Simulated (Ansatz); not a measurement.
This geometry of a periodic cell of 63 atoms, Si$_{62}$P (host Si, host structure diamond, dopant P, one Si atom removed), cell charge -1 is a first-order saddle point.

The calculation used Ansatz 0.2.0, DFT PBE, scalar-relativistic, plane waves, PAW. Settings: PAW set soft_1, cutoff 420 eV, k mesh 1x1x1, gaussian smearing 0.02 eV, no spin polarisation.

```xyz
63
Lattice="10.8600 0.0000 0.0000 0.0000 10.8600 0.0000 0.0000 0.0000 10.8600" Properties=species:S:1:pos:R:3
Si 5.435 -0.006 -0.003
Si 6.785 1.376 1.352
Si 8.191 2.678 -0.021
Si 9.539 4.026 1.382
Si 8.224 0.056 2.665
Si 9.580 1.422 4.021
P 1.018 0.336 0.680
Si 2.540 2.540 0.079
Si 3.969 3.995 1.340
Si 5.402 5.411 0.003
Si 6.804 6.813 1.359
Si 8.220 8.246 0.021
Si 9.674 9.673 1.284
Si 2.557 -0.147 2.442
Si 3.857 1.324 3.873
Si 5.376 2.700 2.700
Si 6.757 4.053 4.068
Si 8.124 5.391 2.671
Si 9.442 6.791 4.040
Si 5.312 0.053 5.305
Si 6.677 1.392 6.716
Si 8.157 2.717 5.404
Si 9.498 4.059 6.817
Si 8.063 0.048 8.066
Si 9.452 1.211 9.525
Si -0.020 5.433 0.010
Si 1.363 6.781 1.365
Si 2.808 8.062 0.004
Si 4.154 9.408 1.357
Si 0.149 2.764 2.693
Si 1.307 4.153 4.155
Si 2.702 5.414 2.730
Si 4.078 6.776 4.075
Si 5.514 8.153 2.788
Si 6.849 9.570 4.093
Si 0.009 0.014 5.408
Si 1.343 1.348 6.813
Si 2.669 2.698 5.397
Si 4.042 4.044 6.771
Si 5.424 5.424 5.438
Si 6.793 6.792 6.784
Si 8.173 8.175 5.450
Si 9.519 9.548 6.824
Si 2.742 -0.003 8.149
Si 4.038 1.360 9.539
Si 5.425 2.774 8.181
Si 6.825 4.092 9.550
Si 8.163 5.458 8.153
Si 9.517 6.840 9.521
Si -0.003 8.178 2.683
Si 1.359 9.474 4.072
Si -0.037 5.539 5.505
Si 1.302 6.903 6.916
Si 2.721 8.127 5.455
Si 4.088 9.495 6.766
Si -0.065 2.637 8.199
Si 1.300 3.993 9.556
Si 2.646 5.367 8.129
Si 4.063 6.702 9.433
Si 5.440 8.138 8.146
Si 6.802 9.515 9.491
Si 0.032 8.359 8.348
Si 1.503 9.658 9.779
```

Task: Which two structures does it join? (They come from a converged band through this point; their orientation in space is the band's.)

Result: Contacts lost: P7–Si13, P7–Si25, P7–Si63. Contacts made: P7–Si8, P7–Si14, P7–Si30. The atom that moves furthest is P7, by 2.30 Å.

Image 0:

```xyz
63
Lattice="10.8600 0.0000 0.0000 0.0000 10.8600 0.0000 0.0000 0.0000 10.8600" Properties=species:S:1:pos:R:3
Si 5.356 0.032 0.024
Si 6.775 1.360 1.360
Si 8.171 2.680 0.013
Si 9.589 4.028 1.318
Si 8.221 0.031 2.663
Si 9.715 1.430 3.855
P -0.005 -0.035 0.001
Si 2.349 2.711 0.440
Si 4.015 4.072 1.422
Si 5.401 5.392 0.010
Si 6.804 6.722 1.370
Si 8.068 8.135 -0.019
Si 9.491 9.481 1.268
Si 2.715 0.040 2.715
Si 4.084 1.361 4.088
Si 5.430 2.722 2.731
Si 6.817 4.050 4.083
Si 8.208 5.366 2.723
Si 9.520 6.798 4.056
Si 5.438 0.000 5.443
Si 6.798 1.342 6.801
Si 8.225 2.673 5.365
Si 9.509 4.031 6.784
Si 8.140 -0.035 8.143
Si 9.514 1.280 9.519
Si -0.048 5.497 -0.043
Si 1.356 6.782 1.360
Si 2.676 8.166 0.014
Si 4.042 9.498 1.395
Si 0.433 2.716 2.352
Si 1.417 4.074 4.021
Si 2.773 5.521 2.777
Si 4.126 6.871 4.130
Si 5.483 8.162 2.705
Si 6.834 9.540 4.046
Si 0.020 0.033 5.360
Si 1.356 1.360 6.780
Si 2.726 2.722 5.433
Si 4.079 4.049 6.820
Si 5.446 5.420 5.450
Si 6.789 6.785 6.794
Si 8.137 8.143 5.410
Si 9.499 9.523 6.724
Si 2.658 0.031 8.225
Si 3.851 1.430 9.718
Si 5.362 2.672 8.228
Si 6.780 4.032 9.513
Si 8.131 5.396 8.135
Si 9.445 6.838 9.448
Si 0.010 8.167 2.679
Si 1.392 9.501 4.043
Si 0.005 5.393 5.407
Si 1.368 6.722 6.807
Si 2.701 8.163 5.485
Si 4.041 9.540 6.838
Si 0.009 2.680 8.176
Si 1.314 4.026 9.596
Si 2.719 5.365 8.213
Si 4.052 6.797 9.524
Si 5.406 8.143 8.142
Si 6.720 9.524 9.502
Si -0.021 8.135 8.072
Si 1.263 9.481 9.496
```

Image 6:

```xyz
63
Lattice="10.8600 0.0000 0.0000 0.0000 10.8600 0.0000 0.0000 0.0000 10.8600" Properties=species:S:1:pos:R:3
Si 5.440 0.001 0.001
Si 6.798 1.351 1.351
Si 8.209 2.656 0.004
Si 9.546 4.043 1.353
Si 8.209 0.004 2.656
Si 9.546 1.353 4.043
P 1.317 1.317 1.317
Si 2.699 2.699 0.101
Si 4.084 4.084 1.387
Si 5.419 5.419 -0.013
Si 6.771 6.771 1.335
Si 8.143 8.143 -0.010
Si 9.557 9.557 1.196
Si 2.699 0.101 2.699
Si 4.084 1.387 4.084
Si 5.464 2.727 2.727
Si 6.816 4.081 4.081
Si 8.166 5.430 2.697
Si 9.513 6.812 4.037
Si 5.419 -0.013 5.419
Si 6.771 1.335 6.771
Si 8.166 2.697 5.430
Si 9.513 4.037 6.812
Si 8.143 -0.010 8.143
Si 9.557 1.196 9.557
Si 0.001 5.440 0.001
Si 1.351 6.798 1.351
Si 2.656 8.209 0.004
Si 4.043 9.546 1.353
Si 0.101 2.699 2.699
Si 1.387 4.084 4.084
Si 2.727 5.464 2.727
Si 4.081 6.816 4.081
Si 5.430 8.166 2.697
Si 6.812 9.513 4.037
Si 0.001 0.001 5.440
Si 1.351 1.351 6.798
Si 2.727 2.727 5.464
Si 4.081 4.081 6.816
Si 5.427 5.427 5.427
Si 6.774 6.774 6.774
Si 8.140 8.140 5.413
Si 9.491 9.491 6.775
Si 2.656 0.004 8.209
Si 4.043 1.353 9.546
Si 5.430 2.697 8.166
Si 6.812 4.037 9.513
Si 8.140 5.413 8.140
Si 9.491 6.775 9.491
Si 0.004 8.209 2.656
Si 1.353 9.546 4.043
Si -0.013 5.419 5.419
Si 1.335 6.771 6.771
Si 2.697 8.166 5.430
Si 4.037 9.513 6.812
Si 0.004 2.656 8.209
Si 1.353 4.043 9.546
Si 2.697 5.430 8.166
Si 4.037 6.812 9.513
Si 5.413 8.140 8.140
Si 6.775 9.491 9.491
Si -0.010 8.143 8.143
Si 1.196 9.557 9.557
```

Task: How far does it lie above each of them?

Result: 0.95 eV above the first and 0.76 eV above the second. This is the barrier of this one path; another mechanism may lie lower. Limits of this set-up: coarse k mesh, charged cell in a uniform background, uncorrected.

Time of the run: 12 min on 4 threads of Arm Neoverse V1 (shared host), peak memory 3.7 GiB.
